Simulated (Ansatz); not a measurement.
cyclo-(H2SnO)4 (Sn4O4H8). The state is a triplet with charge 0. Geometry r2SCAN-D4/def2-SVP, that of the neutral singlet; atoms count from 1.

```tsv
atom	x (Å)	y (Å)	z (Å)
Sn1	1.824	0.524	1.382
H2	2.674	1.820	2.108
H3	2.393	-1.059	1.689
O4	-0.075	0.797	1.896
Sn5	-1.478	-0.602	1.721
H6	-2.894	0.161	1.137
H7	-1.600	-1.461	3.199
O8	-0.686	-1.892	0.436
Sn9	-0.696	-1.632	-1.536
H10	-2.073	-2.411	-2.197
H11	0.836	-2.115	-2.128
O12	-1.050	0.312	-1.742
Sn13	0.351	1.711	-1.566
H14	0.997	2.054	-3.116
H15	-0.331	3.015	-0.693
O16	1.808	0.780	-0.589
```

In the def2 sets Sn takes a core potential; there is no spin–orbit coupling. At PBE0-D4/def2-TZVP a singlet of charge 0 lies 5.27 eV below the triplet at the same geometry.

Estimate the Mulliken populations from the PBE0/def2-TZVP orbitals of Ansatz.


```
atom  charge (e)  spin (α − β)
 Sn1        0.55          0.36
  H2       -0.02          0.15
  H3       -0.02          0.11
  O4       -0.75          0.02
 Sn5        0.85          0.01
  H6       -0.03          0.00
  H7       -0.05          0.00
  O8       -0.77          0.01
 Sn9        0.83          0.00
 H10       -0.04          0.00
 H11       -0.03          0.00
 O12       -0.73          0.10
Sn13        0.58          0.34
 H14       -0.06          0.05
 H15       -0.02          0.06
 O16       -0.28          0.79
```
Mulliken values and Mayer orders depend strongly on the basis.

Where does the spin sit?

Summed by element: Sn 0.71, H 0.37, O 0.92, of 2 unpaired in all. Largest on single atoms: O16 0.79, Sn1 0.36, Sn13 0.34.

And the Mayer bond orders between bonded heavy atoms (over 0.3)?

Sn1–O4 0.84 (1.99 Å); Sn1–O16 0.51 (1.99 Å); O4–Sn5 0.86 (1.99 Å); Sn5–O8 0.84 (1.99 Å); O8–Sn9 0.87 (1.99 Å); Sn9–O12 0.84 (1.99 Å); O12–Sn13 0.82 (1.99 Å); Sn13–O16 0.48 (1.99 Å). Values over 0.3 also appear between atoms too far apart for a bond (Sn1–Sn13 0.39 at 3.50 Å); they arise where an orbital or an unpaired electron spreads over both atoms.
